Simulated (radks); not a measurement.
The numbers below are computed, except where a source is named.
Question: Neutral silver, [Kr] 4d10 5s1. Level of theory: non-relativistic Kohn-Sham, exchange-only B88, spin-polarised, spherical densities, point nucleus (a radial shooting solver on a logarithmic mesh with Libxc functionals). Every spin shell is full or empty, so the densities are truly spherical. Functionals are evaluated on that one density, not self-consistently. Rank these orbital-free kinetic functionals by their error against the exact value of the orbitals, and give that value: Thomas-Fermi, von Weizsacker, TF + vW, TF + vW/9, TF + vW/5, LC94, APBEK, revAPBEK, LKT, PG1, Ernzerhof.

Answer: Exact: 5197.77 hartree. From best to worst, with 100 (|E| - |E exact|)/|E exact| (equal figures are ties): LC94 +0.07, APBEK +0.13, revAPBEK +0.31, Ernzerhof -0.39, TF + vW/9 -0.68, TF + vW/5 +3.09, Thomas-Fermi -5.39, PG1 +15.45, LKT +19.64, TF + vW +37.01, von Weizsacker -57.60.
